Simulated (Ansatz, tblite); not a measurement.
Cost and result up the ladder for OsO₄ (5 atoms). The state is a singlet with charge 0. Geometry: PBE0-D4/def2-SVP.

Cartesian coordinates in Å:
```
Os 0.000 0.000 0.000
O 0.593 0.732 1.406
O 1.040 0.335 -1.292
O -1.542 0.607 -0.345
O -0.092 -1.674 0.231
```

Ansatz on 2 threads of Arm Neoverse V2 on a shared host; xTB runs through tblite on one thread. Times are rough, summed over both states, and most runs start from the orbitals of an earlier one. No level here is sound enough to serve as a yardstick. The other state is a doublet.

In the def2 sets Os takes a core potential; there is no spin–orbit coupling. The xTB rows come from tblite.

Run but left out: HF/def2-TZVP (singlet: restricted singlet, unstable towards broken spin symmetry); BHLYP-D4/def2-TZVP (singlet: restricted singlet, unstable in another Hartree–Fock run and untested here).

Raw xTB energies of ions are shifted by several eV.

| level | functions | wall time | vertical IE (eV) | remarks |
| --- | --- | --- | --- | --- |
| GFN2-xTB | 25 | 0.004 s | 18.14 | – |
| GFN1-xTB | 25 | 0.005 s | 19.17 | – |
| PBE0-D4/def2-TZVP (with forces) | 164 | 20 s | 12.65 | restricted SCF unstable in HF (singlet), spin-contaminated (⟨S²⟩ 0.85) (+1 doublet) |
| B97M-V/def2-TZVP (with forces) | 164 | 66 s | 12.53 | restricted SCF unstable in HF (singlet) |
